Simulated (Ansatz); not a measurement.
One change: `O[Si](O)(O)O` becomes `[OH][Ge]([OH])([OH])[OH]`.

Ansatz, PBE0-D4/def2-TZVP geometries, multiplicity 1. Each molecule was computed in one conformer, which needn't be the lowest.

Scalar relativity is left out up to krypton.

| property | `O[Si](O)(O)O` |
| --- | --- |
| HOMO–LUMO gap (B3LYP/def2-TZVPP) / eV | 8.90 |
| HOMO energy (PBE0/def2-TZVPP) / eV | -9.12 |
| HOMO energy (B3LYP/def2-TZVPP) / eV | -8.84 |
| ideal-gas entropy at 298 K and 1 bar (rigid rotor, harmonic PBE0-D4/def2-TZVP) / J/(mol·K) | 329 |
| LUMO energy (ωB97M-V/def2-TZVPP) / eV | 1.94 |
| HOMO–LUMO gap (PBE0/def2-TZVPP) / eV | 9.58 |

Question: What does the change do to each property? (An estimate is asked.)

Answer: Ansatz gave: 
```tsv
property	`[OH][Ge]([OH])([OH])[OH]`	shift
HOMO–LUMO gap (B3LYP/def2-TZVPP) / eV	8.25	-0.65
HOMO energy (PBE0/def2-TZVPP) / eV	-9.22	-0.10
HOMO energy (B3LYP/def2-TZVPP) / eV	-8.93	-0.09
ideal-gas entropy at 298 K and 1 bar (rigid rotor, harmonic PBE0-D4/def2-TZVP) / J/(mol·K)	352	23
LUMO energy (ωB97M-V/def2-TZVPP) / eV	1.39	-0.55
HOMO–LUMO gap (PBE0/def2-TZVPP) / eV	8.94	-0.64
```

With PBE0 the HOMO falls by 0.10 eV and the LUMO falls by 0.75 eV, so the gap narrows by about 0.65 eV. PBE moves the HOMO by -0.07 eV and ωB97M-V by -0.11 eV.

B3LYP here is the variant with VWN-RPA as its local correlation; programs differ in this.
